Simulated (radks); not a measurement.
All-electron atom: Pb II in [Hg] 6p1 (the NIST ground configuration). All-electron calculation, scalar-relativistic Kohn-Sham, PBE, spin-polarised, spherical densities, finite nucleus; open shells are filled with parallel spins first (spin-orbit coupling, left out, can overturn this in heavy ions); Fermi nuclear charge, rms radius 5.5012 fm. Program: a radial shooting solver on a logarithmic mesh with Libxc functionals.

Local quantities along the radius. ELF = 1/(1 + alpha^2) is the electron localisation function; alpha = (tau - tau_W)/tau_unif compares the Pauli kinetic energy density with that of the uniform gas (summed over spins). tau is taken from the large components.

| r (bohr) | ELF | alpha |
|---|---|---|
| 0.001382 | 0.999 | 0.02502 |
| 0.001635 | 0.999 | 0.02694 |
| 0.001918 | 0.999 | 0.02930 |
| 0.002269 | 0.999 | 0.03250 |
| 0.002663 | 0.999 | 0.03650 |
| 0.003125 | 0.998 | 0.04180 |
| 0.003697 | 0.998 | 0.04934 |
| 0.004338 | 0.997 | 0.05928 |
| 0.005132 | 0.995 | 0.07413 |
| 0.006022 | 0.991 | 0.09478 |
| 0.007124 | 0.984 | 0.1275 |
| 0.00836 | 0.970 | 0.1758 |
| 0.00989 | 0.938 | 0.2569 |
| 0.01161 | 0.873 | 0.3815 |
| 0.01362 | 0.750 | 0.5766 |
| 0.01611 | 0.567 | 0.8731 |
| 0.01891 | 0.411 | 1.196 |
| 0.02236 | 0.336 | 1.407 |
| 0.02625 | 0.361 | 1.330 |
| 0.03105 | 0.479 | 1.043 |
| 0.03643 | 0.622 | 0.7794 |
| 0.0431 | 0.722 | 0.6202 |
| 0.05058 | 0.739 | 0.5947 |
| 0.05935 | 0.666 | 0.7079 |
| 0.07021 | 0.498 | 1.005 |
| 0.08239 | 0.364 | 1.323 |
| 0.09746 | 0.380 | 1.278 |
| 0.1144 | 0.535 | 0.9332 |
| 0.1353 | 0.685 | 0.6779 |
| 0.1588 | 0.705 | 0.6470 |
| 0.1878 | 0.551 | 0.9027 |
| 0.2204 | 0.327 | 1.436 |
| 0.2587 | 0.314 | 1.479 |
| 0.306 | 0.537 | 0.9278 |
| 0.3591 | 0.698 | 0.6584 |
| 0.4247 | 0.701 | 0.6526 |
| 0.4984 | 0.569 | 0.8706 |
| 0.5896 | 0.365 | 1.319 |
| 0.6919 | 0.326 | 1.438 |
| 0.8185 | 0.497 | 1.006 |
| 0.9605 | 0.644 | 0.7433 |
| 1.127 | 0.649 | 0.7360 |
| 1.333 | 0.554 | 0.8970 |
| 1.565 | 0.444 | 1.119 |
| 1.851 | 0.377 | 1.286 |
| 2.172 | 0.374 | 1.292 |
| 2.57 | 0.410 | 1.201 |
| 3.015 | 0.430 | 1.152 |
| 3.567 | 0.385 | 1.264 |
| 4.186 | 0.270 | 1.643 |
| 4.912 | 0.138 | 2.500 |
| 5.811 | 0.046 | 4.562 |
| 6.819 | 0.011 | 9.694 |
| 8.067 | 0.001 | 27.07 |
| 9.466 | 0.000 | 93.78 |

On this mesh the ELF has minima near r = 0.022, 0.082, 0.26, 0.69, 2.2 bohr, which separate the shells, and maxima near 0.051 (0.74), 0.16 (0.70), 0.42 (0.70), 1.1 (0.65), 3.0 (0.43).
